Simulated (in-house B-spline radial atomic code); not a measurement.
A fraction x of an electron is removed from 4s in K, starting from [Ar] 4s1 and keeping the highest spin. Level of theory: scalar-relativistic (X2C) BP86, spin-polarised, spherical fractional occupations, Fermi nucleus of rms radius 3.4349 fm; calculated with an all-electron radial atomic-structure program (B-spline basis).

| x | E(x) - E(0) (eV) | 4s up level (eV) |
| --- | --- | --- |
| 0 | 0.0000 | -2.656 |
| 0.04 | 0.1093 | -2.807 |
| 0.19 | 0.5733 | -3.381 |
| 0.29 | 0.9306 | -3.766 |
| 0.43 | 1.4954 | -4.302 |
| 0.5 | 1.8057 | -4.565 |
| 0.53 | 1.9444 | -4.677 |
| 0.64 | 2.4808 | -5.073 |
| 0.81 | 3.3907 | -5.611 |
| 0.92 | 4.0224 | -5.853 |
| 1 | 4.4961 | - |

The exact functional would give a straight line between the two integer points. Deviations E(x) - E(0) - x[E(1) - E(0)], in eV: -0.071 at x = 0.04, -0.281 at x = 0.19, -0.373 at x = 0.29, -0.438 at x = 0.43, -0.442 at x = 0.5, -0.439 at x = 0.53, -0.397 at x = 0.64, -0.251 at x = 0.81, -0.114 at x = 0.92.

The curve lies below the straight line by up to 0.442 eV (at x = 0.5): convex, the delocalisation error that favours fractional charges.

(1) How well does Slater's transition state (minus the level at half occupation) give the ionisation energy?

Results:

(1) It gives 4.565 eV against 4.496 eV from the two total energies; NIST lists 4.34 eV, ground level to ground level.
